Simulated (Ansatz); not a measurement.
Cl2-, multiplicity 2 (lowest of 2S+1 = 2, 4 at CCSD(T)/def2-TZVPP on PBE0 minima; our sources give no spin for the ground state, which may be another), most abundant isotopes (34.9689 and 34.9689 u). Constants from fifth-degree fits in 1/R to seven points on the lowest solution found; no spin–orbit coupling, no relativity up to Kr; ω_e x_e and α_e move by some per cent with the fit.

Correlated levels freeze the cores. CBS(a, b) extrapolates the correlation energy as X⁻³ and adds the Hartree–Fock energy of set b.

Codes used: Ansatz (a first-principles code). Values without a source in brackets are computed.

| level | r_e (Å) | ω_e (cm⁻¹) | ω_e x_e (cm⁻¹) | α_e (cm⁻¹) |
|---|---|---|---|---|
| PBE/def2-TZVPP | 2.7070 | 194.0 | 2.44 | 0.00170 |
| CCSD(T)/CBS(aug-cc-pV(T+d)Z, aug-cc-pV(Q+d)Z) | 2.5739 | 263.8 | 1.75 | 0.00115 |

Derive the rotational constants, the centrifugal constant, the fundamental, the zero-point energy and the force constant.


μ = 17.48443 u.
- PBE/def2-TZVPP: B_e = 16.8576/(μ r_e²) = 0.13158 cm⁻¹; B₀ = B_e − α_e/2 = 0.13073 cm⁻¹; D = 4B_e³/ω_e² = 2.42e-07 cm⁻¹; fundamental ω_e − 2ω_e x_e = 189 cm⁻¹; zero-point energy ω_e/2 − ω_e x_e/4 = 96 cm⁻¹; k = μ(2πcω_e)² = 38.8 N/m
- CCSD(T)/CBS(aug-cc-pV(T+d)Z, aug-cc-pV(Q+d)Z): B_e = 16.8576/(μ r_e²) = 0.14554 cm⁻¹; B₀ = B_e − α_e/2 = 0.14496 cm⁻¹; D = 4B_e³/ω_e² = 1.77e-07 cm⁻¹; fundamental ω_e − 2ω_e x_e = 260 cm⁻¹; zero-point energy ω_e/2 − ω_e x_e/4 = 131 cm⁻¹; k = μ(2πcω_e)² = 71.7 N/m

Doubts at one or more of the structures used: other coupled-cluster roots lie near (CCSD(T)/CBS(aug-cc-pV(T+d)Z, aug-cc-pV(Q+d)Z)).
